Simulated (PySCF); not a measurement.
**Vertical excitation energies**

C₅H₆S₂.
SMILES: `CSc1ccsc1`

The calculation used TDDFT wB97X-D/def2-SVPD, vertical, gas phase, core orbitals frozen in the response in PySCF. Geometry: GFN2-xTB, one conformer, isolated molecule. Torsions of this conformer, `[CH3:1][S:2][c:3]1[cH:4][cH:5][s:6][cH:7]1`: C1–S2–C3–C4 180°.

```tsv
state	E (eV)	ν̃ (cm⁻¹)	f	symmetry	main configurations (H = HOMO, L = LUMO)
S1	5.13	41340	0.110	A′	H→L (95%)
S2	5.30	42770	0.0001	–	H→L+1 (68%), H→L+9 (12%), H→L+3 (9%)
S3	5.85	47190	0.0010	–	H→L+3 (46%), H→L+4 (19%), H→L+1 (11%)
S4	5.99	48330	0.040	A′	H-1→L (81%), H→L+6 (13%)
S5	6.13	49450	0.018	A″	H→L+2 (50%), H→L+4 (28%)
S6	6.38	51490	0.0041	A″	H→L+4 (30%), H→L+2 (25%), H→L+3 (16%)
S7	6.43	51880	0.0064	A″	H-1→L+1 (54%), H-1→L+3 (18%)
S8	6.50	52400	0.299	A′	H→L+6 (74%), H-1→L (14%)
```

Triplets (Tamm–Dancoff): T1 3.75 eV, H→L (68%), H-1→L (20%); T2 4.38 eV, H-1→L (73%), H→L (19%); T3 4.99 eV, H→L+1 (57%), H→L+9 (15%), H→L+3 (11%).

The lowest singlet lies at 5.13 eV (242 nm, ultraviolet) and is of moderate strength; its leading configuration is HOMO→LUMO (95%). The strongest level in the table is S8 at 6.50 eV (191 nm, f = 0.299). It is the last of those listed, so stronger ones may follow. Löwdin shares by element: HOMO sulfur 56%, carbon 27% or more (atoms not listed hold the other 17%); LUMO carbon 55% or more, sulfur 22% or more (atoms not listed hold the other 24%). The oscillator strengths of these states sum to 0.478; summed over the whole spectrum of an exact calculation they would give the number of electrons, 68 (Thomas–Reiche–Kuhn). Orbital energies (eV): HOMO-3 -11.04, HOMO-2 -10.23, HOMO-1 -9.00, HOMO -7.79, LUMO 1.24, LUMO+1 1.81, LUMO+2 2.22. Weighted by f, the mean energy of these states is 6.12 eV. Symmetry labels in Cs follow from the direction of the transition dipole and are given only for states with f of 0.002 or more. Only the lowest 8 singlets were computed, as vertical energies without vibronic structure.
